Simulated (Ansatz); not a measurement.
```yaml
atoms:
  - { symbol: N, position_ang: [0.0003, 0.0062, 0.1294] }
  - { symbol: H, position_ang: [0.9410, 0.0066, -0.2892] }
  - { symbol: H, position_ang: [-0.4779, 0.8093, -0.2840] }
  - { symbol: H, position_ang: [-0.4650, -0.8107, -0.2742] }
```

Basis set: STO-3G (spherical functions). Correlated methods keep 1 orbital frozen. Charge 0, multiplicity 1.

Computed with Ansatz (development build ahead of 0.2.0); each method stands on the lowest determinant of its kind that the runs found. Restricted open shells among the atoms or ions are ROHF, correlated in semicanonical orbitals with singles.

The atomization energy at this shape (free ground-state atoms in the same class of orbitals less the molecule, no zero-point energy) of singlet NH₃:

```
 method  atomization energy
RHF-MP2            10.48 eV
```

Question: What does RHF give?

Answer: 9.16 eV.

This basis has no polarisation functions and is too small for such energies, which can lie far from measured ones in either direction.
